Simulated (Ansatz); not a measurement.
Coupled-cluster diagnostics for the cluster Ca2Si2⁺, Ansatz.

Geometry of the doublet (r2SCAN-D4/def2-TZVP):

```csv
atom,x (Å),y (Å),z (Å)
Ca1,0.9733,-1.4521,-1.7911
Ca2,-0.9934,1.4418,1.7884
Si3,-0.2739,0.7643,-0.7684
Si4,0.2940,-0.7539,0.7711
```

Correlated methods freeze 20 core orbitals; core or outer-core shells of Ca are correlated, in sets that lack core-valence functions. The structure comes from a short search, and lower isomers may exist.

Geometry of the charge 1 quartet (r2SCAN-D4/def2-TZVP):

```xyz
4

Ca    1.8000    0.8625   -1.8178
Ca   -1.7976   -0.8603    1.8212
Si    0.5907   -0.9156    0.1505
Si   -0.5931    0.9134   -0.1539
```

Q: Estimate the CCSD(T) correlation energy, the shares of MP2 and (T), T1 and the reference's ⟨S²⟩ for: charge 1, doublet, own geometry in def2-TZVPP; charge 1, quartet, own geometry in def2-TZVPP; and the rough time on 4 threads of Arm Neoverse V1 on a shared host.

A: 
| state | basis | correlation (eV) | MP2 share (%) | (T) share (%) | T1 | ⟨S²⟩ (pure) | wall time | remarks |
| --- | --- | --- | --- | --- | --- | --- | --- | --- |
| charge 1, doublet, own geometry | def2-TZVPP | -18.718 | 89.0 | 4.7 | 0.023 | 0.84 (0.75) | 31 s | – |
| charge 1, quartet, own geometry | def2-TZVPP | -18.169 | 87.1 | 4.6 | 0.068 | 3.94 (3.75) | 79 s | large T1, spin-contaminated |
Customary marks for T1 are 0.02 (closed shells), 0.045 (open shells) and about 0.05 (3d metals). T1 exceeds 0.02 in 2 of 2 rows and 0.045 in 1; the higher it lies, the less the single-reference result can be trusted.
